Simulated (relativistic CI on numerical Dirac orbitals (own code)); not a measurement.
Crystal-field levels of Ag³⁺, 4d8

Calculated by Dirac-Coulomb-Breit CI, KLI orbitals optimised for each configuration, model QED, valence Slater integrals scaled by 0.9, one configuration in a parametric crystal field (own radial code). With so little scaling, terms lie 10 to 35 % too far apart, which can change the order of excited levels.

Field parameters in Wybourne normalisation: D3d B²₀ = −7Dσ, B⁴₀ = −14Dq − 21Dτ, B⁴₃ = −14√(10/7) Dq. The field is a parameter set, without covalency.

S and J are read from ⟨S²⟩ = S(S + 1) and ⟨J²⟩ = J(J + 1) of each level; they are not fictitious spins.

D3d, 10Dq = 22150, Dσ = -1200, Dτ = -130 cm⁻¹, the lowest 10 levels:

| E (cm⁻¹) | Degeneracy | Irrep | S | J |
| --- | --- | --- | --- | --- |
| 0.0 | 1 | A1 | 1.00 | 3.45 |
| 22.3 | 2 | E | 1.00 | 3.44 |
| 14184 | 2 | E | 0.17 | 2.87 |
| 20533 | 2 | E | 0.99 | 3.45 |
| 20766 | 2 | E | 0.96 | 3.50 |
| 20861 | 1 | A2 | 1.00 | 3.39 |
| 21197 | 1 | A1 | 0.99 | 3.03 |
| 23502 | 2 | E | 0.99 | 3.28 |
| 23801 | 1 | A2 | 1.00 | 3.17 |
| 25542 | 1 | A1 | 0.31 | 3.47 |

D3d, 10Dq = 22150, Dσ = 1200, Dτ = -130 cm⁻¹, the lowest 10 levels:

```
E (cm⁻¹)  Degeneracy  Irrep     S     J
     0.0           2      E  1.00  3.44
    14.1           1     A1  1.00  3.42
   14177           2      E  0.16  2.88
   20839           1     A2  1.00  3.52
   21185           2      E  0.97  3.49
   21652           2      E  0.99  3.60
   22567           2      E  0.99  3.19
   22890           1     A1  0.98  3.09
   23301           1     A2  1.00  3.03
   25384           1     A1  0.33  3.43
```

D3d, 10Dq = 22150, Dσ = 980, Dτ = -130 cm⁻¹, the lowest 16 levels:

| E (cm⁻¹) | Degeneracy | Irrep | S | J |
| --- | --- | --- | --- | --- |
| 0.0 | 2 | E | 1.00 | 3.44 |
| 12.2 | 1 | A1 | 1.00 | 3.43 |
| 14195 | 2 | E | 0.16 | 2.87 |
| 20931 | 1 | A2 | 1.00 | 3.54 |
| 21258 | 2 | E | 0.97 | 3.52 |
| 21579 | 2 | E | 0.99 | 3.61 |
| 22499 | 2 | E | 0.99 | 3.16 |
| 22774 | 1 | A1 | 0.99 | 3.09 |
| 23215 | 1 | A2 | 1.00 | 3.02 |
| 25390 | 1 | A1 | 0.33 | 3.44 |
| 30589 | 1 | A2 | 0.99 | 2.81 |
| 31098 | 1 | A1 | 0.90 | 2.95 |
| 31165 | 2 | E | 0.99 | 2.63 |
| 31762 | 2 | E | 0.99 | 2.31 |
| 32469 | 2 | E | 0.98 | 2.22 |
| 32485 | 1 | A1 | 0.94 | 2.64 |

D3d, 10Dq = 22150, Dσ = 760, Dτ = -130 cm⁻¹, the lowest 10 levels:

```json
{"E (cm⁻¹)": "0.0", "Degeneracy": "2", "Irrep": "E", "S": "1.00", "J": "3.44"}
{"E (cm⁻¹)": "10.0", "Degeneracy": "1", "Irrep": "A1", "S": "1.00", "J": "3.43"}
{"E (cm⁻¹)": "14208", "Degeneracy": "2", "Irrep": "E", "S": "0.16", "J": "2.87"}
{"E (cm⁻¹)": "21020", "Degeneracy": "1", "Irrep": "A2", "S": "1.00", "J": "3.55"}
{"E (cm⁻¹)": "21316", "Degeneracy": "2", "Irrep": "E", "S": "0.98", "J": "3.55"}
{"E (cm⁻¹)": "21507", "Degeneracy": "2", "Irrep": "E", "S": "0.98", "J": "3.62"}
{"E (cm⁻¹)": "22450", "Degeneracy": "2", "Irrep": "E", "S": "0.99", "J": "3.12"}
{"E (cm⁻¹)": "22648", "Degeneracy": "1", "Irrep": "A1", "S": "0.99", "J": "3.10"}
{"E (cm⁻¹)": "23139", "Degeneracy": "1", "Irrep": "A2", "S": "1.00", "J": "3.01"}
{"E (cm⁻¹)": "25398", "Degeneracy": "1", "Irrep": "A1", "S": "0.33", "J": "3.44"}
```

D3d, 10Dq = 22150, Dσ = 550, Dτ = -130 cm⁻¹, the lowest 16 levels:

| E (cm⁻¹) | Degeneracy | Irrep | S | J |
| --- | --- | --- | --- | --- |
| 0.0 | 2 | E | 1.00 | 3.45 |
| 7.5 | 1 | A1 | 1.00 | 3.44 |
| 14218 | 2 | E | 0.16 | 2.87 |
| 21097 | 1 | A2 | 1.00 | 3.56 |
| 21337 | 2 | E | 0.99 | 3.55 |
| 21449 | 2 | E | 0.97 | 3.66 |
| 22429 | 2 | E | 0.99 | 3.09 |
| 22519 | 1 | A1 | 0.99 | 3.10 |
| 23082 | 1 | A2 | 1.00 | 3.00 |
| 25407 | 1 | A1 | 0.33 | 3.44 |
| 30628 | 1 | A2 | 0.99 | 2.76 |
| 31028 | 2 | E | 0.99 | 2.64 |
| 31231 | 1 | A1 | 0.90 | 2.97 |
| 31557 | 2 | E | 0.99 | 2.31 |
| 32308 | 1 | A1 | 0.94 | 2.65 |
| 32385 | 2 | E | 0.98 | 2.23 |

The free-ion ground term has S = 1. Every field shown keeps that spin.

Levels of this model without a field, named by their leading LS term: 3F_4 0, 3F_3 3989, 3F_2 5841, 3P_2 13550, 3P_1 18077, 3P_0 18323, 3P_2 18858, 1G_4 21966 cm⁻¹.
